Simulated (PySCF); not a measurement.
Gas-phase reaction: Ge(OH)₄ + 4 GeH₂ ⇌ 3 GeH₄ + 2 GeO₂. Level: ωB97M-V/def2-TZVP†; standard pressure 1 bar.

Computed with PySCF and rigid-rotor harmonic-oscillator thermochemistry at 1 bar. † marks an energy on the PBE0/def2-TZVP geometry and frequencies. All species are closed-shell singlets. Ge: all electrons, no relativistic terms. Ge(OH)₄, GeH₂, GeO₂: computed as isolated molecules; such fragments, hydroxides, amides, oligomers or adducts are transient or little studied in the gas. The harmonic model lacks anharmonicity and excited electronic states, which grow with temperature; levels with a mode under 35 cm⁻¹ are left out. Internal rotation in Ge(OH)₄ is treated as a harmonic vibration of one conformer, which makes the entropy rough.

| T (K) | 1000/T (1/K) | log10 K |
|---|---|---|
| 500 | 2.0000 | -18.67 |
| 600 | 1.6667 | -16.49 |
| 800 | 1.2500 | -13.78 |
| 1000 | 1.0000 | -12.16 |
| 1200 | 0.8333 | -11.06 |
| 1400 | 0.7143 | ? |

Task: Fit log10 K = a + b·(1000/T) to the five rows, get the mean ΔH° and ΔS°, and predict log10 K at 1400 K.

Result: Means: 1000/T = 1.3500, log10 K = -14.432. Sums of products about the means: Sxy = -6.00918, Sxx = 0.922278, so b = Sxy/Sxx = -6.52 and a = -14.432 − (-6.52)×1.3500 = -5.63.
ΔH° = −R ln 10 × 1000 K × b = −19.145 × (-6.52) = 125 kJ; ΔS° = R ln 10 × a = -108 J/K. The run's own values go from 126 kJ and -105 J/K at 500 K to 129 kJ and -104 J/K at 1400 K.
Prediction at 1400 K: -5.63 + (-6.52)×0.7143 = -10.29. The computed value is -10.27, 0.02 from the line.
For scale, ΔH°(298 K) is 131 kJ at this level, 81 kJ at ωB97X-V/def2-TZVP†, and runs from -43 to 291 kJ over the 20 levels computed.
